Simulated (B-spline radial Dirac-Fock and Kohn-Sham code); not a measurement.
# Ba²⁺ 4p1/2: cross section and angular parameters

System: Ba²⁺, configuration [Kr] 4d10 5s2 5p6; threshold 217.1 eV (orbital energy of the model). These are calculated numbers from an atomic code on a B-spline grid; the model is Dirac-Hartree-Slater photoionisation with a Latter tail; cross sections with all multipoles, angular parameters from the dipole term and its interference with E2.

For linearly polarised light dσ/dΩ = σ/(4π) [1 + β P₂(cos θ) + (δ + γ cos²θ) sin θ cos φ], with θ from the polarisation vector and φ the angle between the beam and the projection of the electron momentum on the plane normal to the polarisation.

| hν (eV) | σ (kb) | β | γ | δ |
| --- | --- | --- | --- | --- |
| 227 | 112 | -0.723 | 0.090 | 0.004 |
| 272 | 106 | -0.042 | -0.125 | 0.050 |
| 311 | 103 | 0.413 | -0.051 | 0.061 |
| 376 | 95.2 | 0.850 | 0.133 | 0.050 |
| 400 | 92.0 | 0.961 | 0.182 | 0.045 |
| 426 | 88.3 | 1.061 | 0.223 | 0.039 |
| 457 | 83.8 | 1.156 | 0.258 | 0.033 |
| 472 | 81.6 | 1.195 | 0.269 | 0.031 |
| 485 | 79.8 | 1.226 | 0.277 | 0.028 |
| 487 | 79.5 | 1.230 | 0.278 | 0.028 |
| 600 | 65.2 | 1.413 | 0.283 | 0.015 |
| 905 | 39.4 | 1.609 | 0.148 | 0.003 |
| 1000 | 34.2 | 1.635 | 0.107 | 0.002 |
| 1820 | ? | ? | ? | ? |
| 4000 | 2.71 | 1.607 | 0.296 | 0.004 |
| 4500 | 2.09 | 1.583 | 0.390 | 0.007 |
| 5414.7 | 1.37 | 1.543 | 0.557 | 0.012 |
| 6940 | 0.762 | 1.480 | 0.811 | 0.024 |
| 9251.7 | 0.371 | 1.397 | 1.139 | 0.044 |
| 10700 | 0.254 | 1.351 | 1.314 | 0.058 |
| 12600 | 0.165 | 1.297 | 1.514 | 0.077 |
| 14100 | 0.121 | 1.257 | 1.652 | 0.092 |
| 15000 | 0.102 | 1.235 | 1.728 | 0.101 |

Task: Give the values at 1820 eV.

Result: σ = 12.9 kb, β = 1.692, γ = -0.022, δ = -0.001.
